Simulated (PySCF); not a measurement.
## C₆ coefficients of unlike pairs at PBE

Calculated with PySCF 2.14 from the dipole response of each species, C₆(A,B) = (3/π) ∫ α_A(iu) α_B(iu) du, in atomic units, from isotropic polarisabilities. For ions this is the dispersion term alone; charge-induced terms of lower order in 1/R come first.

| species | configuration | basis | relativity | α (bohr³) | C₆ (like pair) |
| --- | --- | --- | --- | --- | --- |
| In⁺ | [Kr] 4d10 5s2 (1S) | aug-cc-pwCVTZ-DK3 with one added diffuse shell each of s, p, d, f type (11s10p8d5f1g) | spin-free X2C | 23.75 | 163.5 |
| Ir²⁺ | [Xe] 4f14 5d7 (4F) | def2-TZVPPD with the def2 core potential (60 electrons) (6s5p3d2f1g) | core potential | 9.237 | 59.30 |
| Pt | [Xe] 4f14 5d9 6s1 (3D) | aug-cc-pwCVTZ-PP with ECP60MDF (8s8p7d4f3g) | core potential | 38.79 | 372.0 |
| Ca | [Ar] 4s2 (1S) | dyall-av3z (25s18p5d4f) | spin-free X2C | 157.5 | 2170 |

Estimate C₆ for Pt with Ir²⁺.

The integral gives 137.4. The combination rule 2 C_A C_B / (C_A α_B/α_A + C_B α_A/α_B) gives 130.7 and the geometric mean 148.5.

No spin-orbit coupling is included.

The other pairs:

| pair | C₆ |
| --- | --- |
| Ca, Pt | 785.1 |
| Ca, Ir²⁺ | 235.9 |
| Ir²⁺, In⁺ | 92.44 |
| Ca, In⁺ | 506.2 |
| Pt, In⁺ | 246.2 |
